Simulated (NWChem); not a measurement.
System: C$_{3}$H$_{7}$FSi; SMILES C/C([SiH3])=C/F

Input file for NWChem:

```
start job
memory heap 200 mb stack 900 mb global 1100 mb
geometry units angstroms noautosym nocenter noautoz
  C     -1.851765    -0.836640     0.000000
  C     -0.548590    -0.089473     0.000000
  Si     1.100655    -1.004122     0.000000
  C     -0.532233     1.243068     0.000000
  F      0.610428     1.935590     0.000000
  H     -2.716949    -0.154966     0.000000
  H     -1.938896    -1.490567     0.883202
  H     -1.938896    -1.490567    -0.883202
  H      1.907806    -0.675168    -1.213181
  H      1.907806    -0.675168     1.213181
  H      0.813489    -2.471464     0.000000
  H     -1.409592     1.900848     0.000000
end
basis spherical
  * library 6-31g*
end
dft
  xc m06-2x
  iterations 150
end
cosmo
  do_cosmo_smd true
  solvent cychexon
end
task dft energy
```

NWChem printed, in part:

```
             Northwest Computational Chemistry Package (NWChem) 7.3.0
             --------------------------------------------------------

                             Geometry "geometry" -> ""
                             -------------------------

 Output coordinates in angstroms (scale by  1.889725989 to convert to a.u.)

  No.       Tag          Charge          X              Y              Z
 ---- ---------------- ---------- -------------- -------------- --------------
    1 C                    6.0000    -1.85176500    -0.83664000     0.00000000
    2 C                    6.0000    -0.54859000    -0.08947300     0.00000000
    3 Si                  14.0000     1.10065500    -1.00412200     0.00000000
    4 C                    6.0000    -0.53223300     1.24306800     0.00000000
    5 F                    9.0000     0.61042800     1.93559000     0.00000000
    6 H                    1.0000    -2.71694900    -0.15496600     0.00000000
    7 H                    1.0000    -1.93889600    -1.49056700     0.88320200
    8 H                    1.0000    -1.93889600    -1.49056700    -0.88320200
    9 H                    1.0000     1.90780600    -0.67516800    -1.21318100
   10 H                    1.0000     1.90780600    -0.67516800     1.21318100
   11 H                    1.0000     0.81348900    -2.47146400     0.00000000
   12 H                    1.0000    -1.40959200     1.90084800     0.00000000

 Effective nuclear repulsion energy (a.u.)     220.3258780482

                                 NWChem DFT Module
                                 -----------------

 Summary of "ao basis" -> "ao basis" (spherical)
 ------------------------------------------------------------------------------
       Tag                 Description            Shells   Functions and Types
 ---------------- ------------------------------  ------  ---------------------
 C                           6-31g*                  6       14   3s2p1d
 Si                          6-31g*                  8       18   4s3p1d
 F                           6-31g*                  6       14   3s2p1d
 H                           6-31g*                  2        2   2s

 in cosmo_initialize ...
 calling solv_data for solv:cychexon

 solvent parameters
 solvname_short: cychexon
 solvname_long:  cyclohexanone
 dielec:       15.6190
 dielecinf:     2.1045
 nonaqueous SMD model solvent descriptors
 dielec:       15.6190
 sola:          0.0000
 solb:          0.5600
 solc:          0.0000
 solg:         49.7600
 solh:          0.0000
 soln:          1.4507

          ---------------
          -cosmo- solvent
          ---------------
 Cosmo: York-Karplus, doi: 10.1021/jp992097l
 dielectric constant -eps-     =  15.62
 screen = (eps-1)/(eps    )    =   0.93598
 surface charge correction     = lagrangian

   van der Waals surface
 --------------------------

 ---------- ATOMIC COORDINATES (A.U.) ------------ VDWR(ANG.) --
     1   -3.49932845   -1.58102035    0.00000000     1.850
     2   -1.03668478   -0.16907945    0.00000000     1.850
     3    2.07993636   -1.89751544    0.00000000     2.470
     4   -1.00577453    2.34905791    0.00000000     1.850
     5    1.15354166    3.65773473    0.00000000     1.730
     6   -5.13428913   -0.29284328    0.00000000     1.200
     7   -3.66398216   -2.81676320    1.66900977     1.200
     8   -3.66398216   -2.81676320   -1.66900977     1.200
     9    3.60523058   -1.27588252   -2.29257966     1.200
    10    3.60523058   -1.27588252    2.29257966     1.200
    11    1.53727130   -4.67038975    0.00000000     1.200
    12   -2.66374264    3.59208187    0.00000000     1.200
 number of segments per atom =        128
 number of   points per atom =        128
 atom (   nspa,  nppa )
 ----------------------
    1 (     56,     0 )       0
    2 (     20,     0 )       0
    3 (     84,     0 )       0
    4 (     48,     0 )       0
    5 (     74,     0 )       0
    6 (     54,     0 )       0
    7 (     53,     0 )       0
    8 (     53,     0 )       0
    9 (     33,     0 )       0
   10 (     33,     0 )       0
   11 (     32,     0 )       0
   12 (     54,     0 )       0
 number of -cosmo- surface points =      594
 molecular surface =    137.511 angstrom**2
 molecular volume  =    116.355 angstrom**3
 -lineq- algorithm             =   0
 -bem- low  level              =   3
 -bem- from -octahedral-
 gaussian surface charge width =   4.50000
 degree of switching           =   1.00000
 switching function tolerance  =   0.00010
 atomic radii =
 --------------
    1  6.000  1.850
    2  6.000  1.850
    3 14.000  2.470
    4  6.000  1.850
    5  9.000  1.730
    6  1.000  1.200
    7  1.000  1.200
    8  1.000  1.200
    9  1.000  1.200
   10  1.000  1.200
   11  1.000  1.200
   12  1.000  1.200
 ...... end of -cosmo- initialization ......

 nat:                    12
 ixmem:                  7844
 calling mnsol_interface()
 G(SMD-CDS) energy (kcal/mol)  =     1.098
 SMD-CDS SASA (angstrom**2)    =   159.483

            General Information
            -------------------
          SCF calculation type: DFT
          Wavefunction type:  closed shell.
          No. of atoms     :    12
          No. of electrons :    48
           Alpha electrons :    24
            Beta electrons :    24
          Charge           :     0
          Spin multiplicity:     1
          Use of symmetry is: off; symmetry adaption is: off
          Maximum number of iterations: 150
          AO basis - number of functions:    88
                     number of shells:    46
          Convergence on energy requested:  1.00D-06
          Convergence on density requested:  1.00D-05
          Convergence on gradient requested:  5.00D-04

              XC Information
              --------------
                       M06-2X Method XC Functional
                     Hartree-Fock (Exact) Exchange  0.540
                        M06-2X Exchange Functional  1.000
                      M06-2X Correlation Potential  1.000

             Grid Information
             ----------------
          Grid used for XC integration:  medium
          Radial quadrature: Mura-Knowles
          Angular quadrature: Lebedev.
          Tag              B.-S. Rad. Rad. Pts. Rad. Cut. Ang. Pts.
          ---              ---------- --------- --------- ---------
          C                   0.70       49          10.0       434
          Si                  1.10       88          10.0       590
          F                   0.50       49          11.0       434
          H                   0.35       45          11.0       434
          Grid pruning is: on
          Number of quadrature shells:   599
          Spatial weights used:  Erf1

      Superposition of Atomic Density Guess
      -------------------------------------

 Sum of atomic energies:        -504.65802976

      Non-variational initial energy
      ------------------------------

 Total energy =    -507.079009
 1-e energy   =   -1132.826404
 2-e energy   =     405.421517
 HOMO         =      -0.260896
 LUMO         =       0.043312

   convergence    iter        energy       DeltaE   RMS-Dens  Diis-err
 ---------------- ----- ----------------- --------- --------- ---------
     COSMO gas phase
 d= 0,ls=0.0,diis     1   -507.6245586516 -7.28D+02  7.94D-03  4.38D-01
 d= 0,ls=0.0,diis     2   -507.6518812299 -2.73D-02  3.68D-03  3.33D-01
 d= 0,ls=0.0,diis     3   -507.6822529941 -3.04D-02  1.01D-03  1.55D-02
 d= 0,ls=0.0,diis     4   -507.6839236518 -1.67D-03  3.72D-04  1.28D-03
 d= 0,ls=0.0,diis     5   -507.6840783333 -1.55D-04  1.27D-04  2.20D-04
  Resetting Diis
 d= 0,ls=0.0,diis     6   -507.6841022965 -2.40D-05  2.68D-05  8.73D-06
 d= 0,ls=0.0,diis     7   -507.6841033604 -1.06D-06  8.70D-06  3.33D-07
 d= 0,ls=0.0,diis     8   -507.6841033908 -3.04D-08  3.39D-06  1.93D-07

   convergence    iter        energy       DeltaE   RMS-Dens  Diis-err
 ---------------- ----- ----------------- --------- --------- ---------
     COSMO solvation phase
 d= 0,ls=0.0,diis     1   -507.6855606795 -1.46D-03  1.06D-03  1.42D-03
 d= 0,ls=0.0,diis     2   -507.6860063602 -4.46D-04  2.41D-04  3.08D-04
 d= 0,ls=0.0,diis     3   -507.6860376145 -3.13D-05  1.05D-04  1.04D-04
 d= 0,ls=0.0,diis     4   -507.6860480173 -1.04D-05  3.53D-05  5.17D-06
 d= 0,ls=0.0,diis     5   -507.6860487167 -6.99D-07  8.97D-06  6.02D-07

         Total DFT energy =     -507.686048716692
      One electron energy =    -1136.667166706259
           Coulomb energy =      458.699650295772
    Exchange-Corr. energy =      -50.153090910021
 Nuclear repulsion energy =      220.325878048225

             COSMO energy =        0.108680555591

 Numeric. integr. density =       48.000014464352

                                COSMO-SMD solvation results
                                ---------------------------

             internal energy in gas <Psi(g)|H|Psi(g)> =      -507.684103390799
         internal energy in solvent <Psi(s)|H|Psi(s)> =      -507.683515552859
                               delta internal energy  =         0.000587837940 (    0.37 kcal/mol)
   total free energy in solvent <Psi(s)|H+V/2|Psi(s)> =      -507.687799085728
 polarization energy contribution <Psi(s)|V/2|Psi(s)> =        -0.004283532868 (   -2.69 kcal/mol)
    total free energy in solvent including G(SMD-CDS) =      -507.686048716692
                       G(SMD-CDS) energy contribution =         0.001750369035 (    1.10 kcal/mol)
     1 M fixed-concentration free energy of solvation =        -0.001945325893 (   -1.22 kcal/mol)

                       DFT Final Molecular Orbital Analysis
                       ------------------------------------

 Vector   22  Occ=2.000000D+00  E=-3.984488D-01
              MO Center=  1.0D+00, -1.6D+00,  6.7D-09, r^2= 2.4D+00
   Bfn.  Coefficient  Atom+Function         Bfn.  Coefficient  Atom+Function
  ----- ------------  ---------------      ----- ------------  ---------------
    36      0.361005   3 Si py               86     -0.327525  11 H  s
    85     -0.280867  11 H  s                35      0.172610   3 Si px
    32     -0.147856   3 Si py               82      0.144210   9 H  s
    84      0.144210  10 H  s                81      0.124818   9 H  s
    83      0.124818  10 H  s                18     -0.090322   2 C  py

 Vector   23  Occ=2.000000D+00  E=-3.719729D-01
              MO Center= -2.7D-01, -2.8D-01, -1.4D-09, r^2= 3.4D+00
   Bfn.  Coefficient  Atom+Function         Bfn.  Coefficient  Atom+Function
  ----- ------------  ---------------      ----- ------------  ---------------
    17      0.326233   2 C  px               35     -0.321904   3 Si px
     3     -0.204191   1 C  px               18     -0.200158   2 C  py
    50      0.174139   4 C  py               76      0.159524   6 H  s
    21      0.149663   2 C  px               36      0.149213   3 Si py
    88      0.146236  12 H  s                75      0.144344   6 H  s

 Vector   24  Occ=2.000000D+00  E=-3.049001D-01
              MO Center= -4.4D-01,  4.0D-01,  7.4D-10, r^2= 2.6D+00
   Bfn.  Coefficient  Atom+Function         Bfn.  Coefficient  Atom+Function
  ----- ------------  ---------------      ----- ------------  ---------------
    51      0.366806   4 C  pz               19      0.364832   2 C  pz
    23      0.300066   2 C  pz               55      0.235411   4 C  pz
    65     -0.233583   5 F  pz               69     -0.199330   5 F  pz
     5     -0.130739   1 C  pz               78     -0.120850   7 H  s
    80      0.120850   8 H  s                82      0.111061   9 H  s

 Vector   25  Occ=0.000000D+00  E= 3.991600D-02
              MO Center= -1.1D-01,  1.6D-01,  1.7D-09, r^2= 3.5D+00
   Bfn.  Coefficient  Atom+Function         Bfn.  Coefficient  Atom+Function
  ----- ------------  ---------------      ----- ------------  ---------------
    41      0.582886   3 Si pz               55     -0.551995   4 C  pz
    82      0.479302   9 H  s                84     -0.479302  10 H  s
    23      0.426689   2 C  pz               51     -0.408096   4 C  pz
    19      0.287026   2 C  pz               37      0.190326   3 Si pz
    69      0.163085   5 F  pz               65      0.151377   5 F  pz

 Vector   26  Occ=0.000000D+00  E= 7.509375D-02
              MO Center=  1.2D+00, -1.2D+00, -1.8D-09, r^2= 4.8D+00
   Bfn.  Coefficient  Atom+Function         Bfn.  Coefficient  Atom+Function
  ----- ------------  ---------------      ----- ------------  ---------------
    39      1.307562   3 Si px               20      0.820196   2 C  s
    40     -0.520861   3 Si py               21      0.371659   2 C  px
     6      0.346628   1 C  s                82     -0.336307   9 H  s
    84     -0.336307  10 H  s                22     -0.297302   2 C  py
    38     -0.287488   3 Si s                35      0.196779   3 Si px

 Vector   27  Occ=0.000000D+00  E= 1.015525D-01
              MO Center=  9.1D-01, -6.2D-01,  4.6D-10, r^2= 4.7D+00
   Bfn.  Coefficient  Atom+Function         Bfn.  Coefficient  Atom+Function
  ----- ------------  ---------------      ----- ------------  ---------------
    40      1.222581   3 Si py               86      1.140114  11 H  s
     6      0.632530   1 C  s                39      0.464635   3 Si px
    82     -0.415806   9 H  s                84     -0.415806  10 H  s
    36      0.279409   3 Si py               66     -0.244479   5 F  s
    76     -0.218991   6 H  s                20     -0.187354   2 C  s

     Multipole analysis of the density
     ---------------------------------

     L   x y z        total         alpha         beta         nuclear
     -   - - -        -----         -----         ----         -------
     0   0 0 0     -0.000000    -24.000000    -24.000000     48.000000

     1   1 0 0     -0.849772     -0.360883     -0.360883     -0.128006
     1   0 1 0     -0.134836     -0.263269     -0.263269      0.391702
     1   0 0 1     -0.000000     -0.000000     -0.000000      0.000000

     2   2 0 0    -27.273017   -137.234489   -137.234489    247.195961
     2   1 1 0     -1.434956     -0.211549     -0.211549     -1.011858
     2   1 0 1      0.000000      0.000000      0.000000      0.000000
     2   0 2 0    -28.710817   -150.866532   -150.866532    273.022247
     2   0 1 1     -0.000000     -0.000000     -0.000000      0.000000
     2   0 0 2    -29.227850    -22.655440    -22.655440     16.083030
```

Level: M06-2X/6-31G* (spherical d), SMD on the gas-phase geometry. Geometry: optimised at PBE0/def2-SVP. No frequency run checked for a minimum. Solvent: cyclohexanone.
